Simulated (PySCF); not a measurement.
NaSb, r²SCAN: how much the basis matters

PySCF, UKS reference; triplet, unpaired electrons π ↑↑; De to Na + Sb without counterpoise correction.

```csv
basis,relativity,functions,Re (Å),ωe (cm⁻¹),De (eV),μ (D)
cc-pVDZ/cc-pVDZ-PP,scalar-relativistic core potentials,41,2.944,199,1.22,-6.53
x2c-SVPall,spin-free X2C,51,2.936,203,1.30,-6.51
aug-cc-pVDZ/aug-cc-pVDZ-PP,scalar-relativistic core potentials,59,2.946,198,1.24,-6.88
```

(1) How does each smaller set differ from the one with most functions, aug-cc-pVDZ/aug-cc-pVDZ-PP?

A positive dipole means Na(−)Sb(+). These are scalar-relativistic numbers at best; spin–orbit coupling would shift them, the dissociation energy most. The state is the lowest determinant that a PBE0 search found; another state may lie lower at other levels.

## Answers

(1) cc-pVDZ/cc-pVDZ-PP: -0.2 pm, +0.5 % in ωe, -0.02 eV in De; x2c-SVPall: -1.0 pm, +2.5 % in ωe, +0.06 eV in De. All at r²SCAN; the set with most functions is neither the basis-set limit nor always the best. The rows treat relativity differently, so the differences are not basis effects alone.
